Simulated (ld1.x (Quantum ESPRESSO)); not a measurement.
**O: variants of one TM potential**

Base potential:

- Element: oxygen
- Generator: ld1.x (Quantum ESPRESSO) 7.5
- Type: norm-conserving Troullier–Martins (Kleinman–Bylander form)
- Functional: PBE
- Relativity: scalar-relativistic
- Frozen core: [He]
- Valence charge: 6
- Reference configuration: 2s1.5 2p4.5
- Partial waves: 2s (bound): rc 0.85 bohr; 2p (bound): rc 1.50 bohr
- Local potential: all-electron potential smoothed inside 1.35 bohr (lloc = -2)
- Core correction: none

All-electron outer shells of the reference configuration (PBE, scalar-relativistic, ld1.x):

```
shell  level (eV)  outermost node (bohr)  outermost maximum (bohr)
   1s     -515.06                      –                      0.13
   2s      -24.20                   0.28                      0.87
   2p       -9.25                      –                      0.82
```

Cutoffs, loose and tight: the cutoffs (Ry, on a coarse ladder) from which the occupation-weighted sum of valence levels, in a spherical-Bessel basis at the reference potential, stays within 10 and 1 mRy of its value at 400 Ry. They do not see the model core or the augmentation charge, which bear on the density cutoff. Test errors are all-electron minus pseudo excitation energies from the reference, over the configurations 2s2 2p4; 2s2 2p3; 2s2 2p2; 2s2 2p1; 2s1 2p4; 2s2 2p0; 2s2 2p3.5. A dash means not determined; rows that change the core or the reference have their own tests.

| change | outcome | cutoff, loose | cutoff, tight | bound ghosts | largest test error (meV) |
| --- | --- | --- | --- | --- | --- |
| base | generated | 70 Ry | 180 Ry | none | +2991 |
| local potential the s channel | generated | 70 Ry | 180 Ry | none | +2562 |
| core correction a·sin(br)/r model core inside 0.48 bohr | generated | 70 Ry | 180 Ry | none | +2948 |
| wave 2s (bound): rc 0.85 bohr becomes 2s (bound): rc 1.00 bohr | generated | 70 Ry | 140 Ry | none | +3101 |
| reference 2s1.75 2p4.25 | generated | 80 Ry | 180 Ry | none | +2852 |
| all radii scaled by about 1.16 (s 0.98, p 1.74 bohr); local potential all-electron potential smoothed inside 1.58 bohr (lloc = -2) | generated | 60 Ry | 140 Ry | none | +4433 |
| local potential all-electron potential smoothed inside 0.72 bohr (lloc = -2) | generated | 70 Ry | 180 Ry | none | +2587 |
